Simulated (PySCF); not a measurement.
## Basis-set dependence of population analyses: `C=CC#CC[SiH3]`

C₅H₈Si.
Cartesian coordinates in Å at the PBE0-D3(BJ)/def2-SVP level; atoms count from 1:
```xyz
14
C5H8Si angstrom
C      3.1021    0.9237   -0.2478
C      2.2886    0.6973    0.7949
C      1.0472    0.0073    0.7257
C     -0.0148   -0.5874    0.6980
C     -1.3074   -1.2356    0.6316
Si    -2.6556   -0.0310    0.0391
H      2.8505    0.5770   -1.2533
H      4.0421    1.4639   -0.1152
H      2.5788    1.0636    1.7876
H     -1.6042   -1.6305    1.6187
H     -1.2835   -2.0941   -0.0621
H     -3.9663   -0.7496   -0.0153
H     -2.3135    0.4757   -1.3217
H     -2.7603    1.1147    0.9891
```

PBE0 throughout (PySCF), one geometry, spherical d and f functions. Geometry: PBE0-D3(BJ)/def2-SVP; no solvent, vibrations or thermal averaging. The first 7 of 11 kinds of atom are listed.

Mulliken charges (e):

| basis | functions | C1 | C2 | C3 | C4 | C5 | Si6 | H7 |
| --- | --- | --- | --- | --- | --- | --- | --- | --- |
| STO-3G | 42 | -0.158 | -0.093 | -0.067 | -0.052 | -0.315 | +0.558 | +0.088 |
| 6-31G | 74 | -0.327 | -0.040 | -0.193 | -0.006 | -0.698 | +0.567 | +0.173 |
| pcSseg-0 | 74 | -0.386 | -0.182 | -0.157 | -0.097 | -0.923 | +0.572 | +0.232 |
| 6-31G* | 104 | -0.367 | -0.212 | +0.009 | +0.049 | -0.698 | +0.391 | +0.183 |
| cc-pVDZ | 128 | -0.002 | -0.240 | +0.061 | -0.070 | -0.201 | +0.258 | +0.041 |
| def2-SVP | 128 | -0.059 | -0.113 | -0.054 | -0.100 | -0.248 | +0.383 | +0.058 |
| aug-cc-pVDZ | 214 | +0.512 | +0.902 | -0.126 | +0.142 | -0.086 | -0.502 | -0.409 |
| 6-311+G(2d,p) | 218 | -0.378 | -0.171 | +0.061 | +0.558 | -1.027 | +0.373 | +0.125 |
| def2-TZVP | 240 | -0.238 | -0.237 | +0.016 | +0.046 | -0.424 | +0.176 | +0.133 |
| cc-pVTZ | 296 | -0.253 | -0.138 | +0.020 | -0.057 | -0.300 | +0.180 | +0.120 |
| IGLO-III | 299 | -0.221 | -0.078 | -0.103 | -0.034 | -0.411 | +0.704 | +0.112 |

IAO charges (e):

```json
{"basis": "STO-3G", "functions": "42", "C1": "-0.251", "C2": "-0.163", "C3": "-0.058", "C4": "-0.029", "C5": "-0.521", "Si6": "+0.662", "H7": "+0.138"}
{"basis": "6-31G", "functions": "74", "C1": "-0.299", "C2": "-0.152", "C3": "-0.070", "C4": "-0.040", "C5": "-0.526", "Si6": "+0.472", "H7": "+0.158"}
{"basis": "pcSseg-0", "functions": "74", "C1": "-0.284", "C2": "-0.156", "C3": "-0.069", "C4": "-0.041", "C5": "-0.539", "Si6": "+0.462", "H7": "+0.153"}
{"basis": "6-31G*", "functions": "104", "C1": "-0.287", "C2": "-0.148", "C3": "-0.070", "C4": "-0.043", "C5": "-0.538", "Si6": "+0.602", "H7": "+0.153"}
{"basis": "cc-pVDZ", "functions": "128", "C1": "-0.291", "C2": "-0.149", "C3": "-0.072", "C4": "-0.045", "C5": "-0.537", "Si6": "+0.597", "H7": "+0.154"}
{"basis": "def2-SVP", "functions": "128", "C1": "-0.282", "C2": "-0.148", "C3": "-0.069", "C4": "-0.043", "C5": "-0.537", "Si6": "+0.616", "H7": "+0.150"}
{"basis": "aug-cc-pVDZ", "functions": "214", "C1": "-0.303", "C2": "-0.151", "C3": "-0.075", "C4": "-0.047", "C5": "-0.541", "Si6": "+0.599", "H7": "+0.159"}
{"basis": "6-311+G(2d,p)", "functions": "218", "C1": "-0.302", "C2": "-0.152", "C3": "-0.074", "C4": "-0.047", "C5": "-0.552", "Si6": "+0.630", "H7": "+0.159"}
{"basis": "def2-TZVP", "functions": "240", "C1": "-0.302", "C2": "-0.151", "C3": "-0.074", "C4": "-0.047", "C5": "-0.554", "Si6": "+0.639", "H7": "+0.159"}
{"basis": "cc-pVTZ", "functions": "296", "C1": "-0.302", "C2": "-0.151", "C3": "-0.073", "C4": "-0.047", "C5": "-0.551", "Si6": "+0.624", "H7": "+0.159"}
{"basis": "IGLO-III", "functions": "299", "C1": "-0.304", "C2": "-0.152", "C3": "-0.075", "C4": "-0.047", "C5": "-0.554", "Si6": "+0.638", "H7": "+0.160"}
```

Which scheme is steadiest as the basis changes?

Largest range over the bases for any column: IAO 0.20 e, Mulliken 1.21 e. IAO charges move least and Mulliken charges most, counted in e. Without the minimal STO-3G basis the ranges are IAO 0.18, Mulliken 1.21 e.

How much do the charges still move between the two largest bases, cc-pVTZ and IGLO-III?

At most, over all atoms: Mulliken 0.524 e, IAO 0.014 e.

What do the same runs give for the total energy, the frontier levels and the dipole moment?

```csv
basis,energy (Eh),HOMO (eV),LUMO (eV),μ (D)
STO-3G,-478.6871,-4.53,2.42,0.89
6-31G,-484.2852,-6.38,-0.32,0.57
pcSseg-0,-483.6106,-6.72,-0.63,0.48
6-31G*,-484.3558,-6.33,-0.37,0.56
cc-pVDZ,-484.3887,-6.49,-0.58,0.55
def2-SVP,-484.1508,-6.57,-0.65,0.52
aug-cc-pVDZ,-484.3979,-6.60,-0.84,0.60
"6-311+G(2d,p)",-484.4432,-6.62,-0.85,0.58
def2-TZVP,-484.4596,-6.61,-0.79,0.58
cc-pVTZ,-484.4578,-6.59,-0.74,0.57
IGLO-III,-484.4644,-6.62,-0.84,0.60
```

The dipole is fixed by the density alone, so its range of 0.41 D shows that the density itself changes with the basis, not only its division among atoms.
